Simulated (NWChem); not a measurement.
# C2H5F3Si; SMILES F[SiH2]C(F)(C)F

```xyz
11

C     -1.4054     0.9018    -0.6673
C     -0.1088     0.6688     0.0546
F     -0.2669     0.9960     1.3730
F      0.8500     1.5156    -0.4458
Si     0.6534    -1.0884    -0.0463
F     -0.4775    -2.1517     0.4398
H     -2.1825     0.2317    -0.2741
H     -1.7157     1.9464    -0.5138
H     -1.2843     0.7169    -1.7438
H      1.8228    -1.1648     0.8650
H      1.0063    -1.3961    -1.4578
```
Atoms are numbered in this order, from 1.

Results from NWChem. Structure relaxed at the PBE0/def2-SVP level. Level: PBE0/def2-SVP with SMD (1 M gas to 1 M solution), gas-phase geometry. Reactions with the solvent are ignored.

For solvent toluene:

```yaml
solvation free energy (kcal/mol): -2.3
cavity-dispersion-structure term (kcal/mol): 0.0
dipole in solution (D): 1.68
```

### Question
What are these values for solvent water?

### Answer
| Property | Result |
|---|---|
| solvation free energy (kcal/mol) | 0.5 |
| cavity-dispersion-structure term (kcal/mol) | 4.5 |
| dipole in solution (D) | 1.87 |
